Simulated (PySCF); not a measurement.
SMILES N#C[SiH2][SiH2][SiH3] (CH₇NSi₃), GFN2-xTB optimised geometry.

```
12

N      2.56    -2.07     0.00
C      1.41    -2.12     0.00
Si    -0.46    -2.12     0.00
Si    -1.14     0.10     0.00
Si     0.12     1.55    -1.30
H     -0.79    -2.89    -1.21
H     -0.79    -2.96     1.16
H     -2.56     0.10    -0.41
H     -1.19     0.55     1.40
H      1.55     1.31    -1.10
H     -0.17     1.35    -2.72
H     -0.14     2.96    -1.00
```

Density from PySCF with PBE/def2-TZVP at that geometry.

Minimum of the electron density along straight lines between bonded atoms, close to the bond critical point (lines longer than 1.1 times the sum of covalent radii, or with two minima, are not listed):

```csv
bond,length / Å,ρ at the minimum / e bohr⁻³,∇²ρ there / e bohr⁻⁵,position (fraction from the first atom)
N1–C2,1.146,0.503,-0.14,0.66
C2–Si3,1.867,0.108,0.27,0.61
Si3–Si4,2.324,0.092,-0.16,0.57
Si4–Si5,2.318,0.092,-0.16,0.53
Si3–H6,1.468,0.124,0.16,0.50
Si3–H7,1.468,0.124,0.15,0.50
Si4–H8,1.474,0.120,0.16,0.50
Si4–H9,1.473,0.120,0.17,0.50
Si5–H10,1.462,0.124,0.18,0.50
Si5–H11,1.465,0.122,0.18,0.50
Si5–H12,1.465,0.122,0.18,0.50
```
